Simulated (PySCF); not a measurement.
## UHF on Cr+ (chromium, charge +1)

Configuration: [Ar] 3d5, high-spin 6S determinant. All numbers are calculated (PySCF 2.14, scalar relativity by spin-free X2C-1e, in cc-pVTZ-DK (7s6p4d2f1g, 68 functions)).

| Property | Result |
| --- | --- |
| Total energy | -1049.433610 hartree |
| One-electron energy | -1441.4239 hartree |
| Hartree (Coulomb) energy | 440.0876 hartree |
| Exchange energy | -48.0973 hartree |
| ⟨S²⟩ | 8.7501 |
| ⟨L²⟩ | 0.000 |
| Sum of ⟨r⟩ | 16.57 bohr |
| Sum of ⟨r²⟩ | 20.88 bohr² |
| Langevin diamagnetic susceptibility | -16.5 ×10⁻⁶ cm³/mol |
| Time after the integrals | 0.39 s of wall time on 1 thread of Neoverse-V1 (shared host) |

| shell | electrons | mean orbital energy (hartree) | rms radius, mean of both spins (bohr) |
| --- | --- | --- | --- |
| 1s β | 1 | -222.29677 | 0.0734 |
| 1s α | 1 | -222.29612 | 0.0734 |
| 2s α | 1 | -26.86912 | 0.316 |
| 2s β | 1 | -26.77239 | 0.316 |
| 2p α | 3 | -22.51052 | 0.287 |
| 2p β | 3 | -22.41269 | 0.287 |
| 3s α | 1 | -3.78038 | 0.974 |
| 3s β | 1 | -3.43464 | 0.974 |
| 3p α | 3 | -2.54743 | 1.06 |
| 3p β | 3 | -2.12058 | 1.06 |
| 3d α | 5 | -0.64416 | 1.52 |

Densities and radii are taken from the X2C orbitals without a picture-change correction, which distorts them close to the nucleus.
